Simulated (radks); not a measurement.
Question: Coherent X-ray form factor from a spherical all-electron density. Method: scalar-relativistic Kohn-Sham, PBE, spin-polarised, spherical densities, finite nucleus; Fermi nuclear charge, rms radius of each element as measured or else 0.836 A^(1/3) + 0.57 fm; computed with a radial shooting solver on a logarithmic mesh with Libxc functionals.

sin(theta)/lambda (1/angstrom)  f0 (electrons)
0.05                                    56.751
0.1                                     56.016
0.15                                    54.833
0.2                                     53.262
0.25                                    51.376
0.3                                     49.254
0.4                                     44.618
0.5                                     39.903
0.6                                     35.480
0.8                                     28.167
1                                       22.994
1.25                                    18.868
1.5                                     16.307
2                                       12.803

The species is in the configuration that NIST lists as its ground one. Which atom or ion scatters so?

Answer: The thulium ion Tm12+, [Kr] 4d10 4f9 5s2. Extrapolating in s^2 from the first two rows gives f0(0) = 57.0, near the electron count 57; among species with that count, the fall with angle is slower the higher Z, and the table is that of Z = 69; from so few rows the species is fixed only to a neighbour or two.
